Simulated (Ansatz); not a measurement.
Pair of molecules: HF (SMILES F) (first 2 atoms) with CH3Br (SMILES CBr); geometry from B3LYP-D3(BJ)/def2-TZVP, rigid monomers moved along the line of their centres of mass till H2···Br4 is 2.12 Å.
(charge 0, multiplicity 1):
| atom | x (Å) | y (Å) | z (Å) |
|---|---|---|---|
| F | -0.0394 | -0.1485 | 0.6416 |
| H | -0.0625 | -0.6487 | 1.4319 |
| C | -0.2407 | 1.0736 | 3.6043 |
| Br | -0.1625 | -0.8901 | 3.5385 |
| H | -1.1792 | 1.3396 | 4.0765 |
| H | -0.1910 | 1.4268 | 2.5808 |
| H | 0.6100 | 1.4071 | 4.1870 |

Interaction energies are E(AB) − E(A) − E(B) at the monomers' geometry in the complex; basis-set methods are counterpoise corrected.

Correlated levels freeze the cores. Filled d and f shells under p-block atoms count as core. CBS(a, b) extrapolates the correlation energy as X⁻³ and adds the Hartree–Fock energy of set b.

The values were computed with Ansatz (Gaussian basis) for Hartree–Fock, density functionals and correlated methods. Each number belongs to the level named beside it.

Problem. Give the interaction energy at the level PBE0/def2-TZVPPD.

Solution. -16 kJ/mol

Ansatz is a quantum-chemistry and plane-wave program.
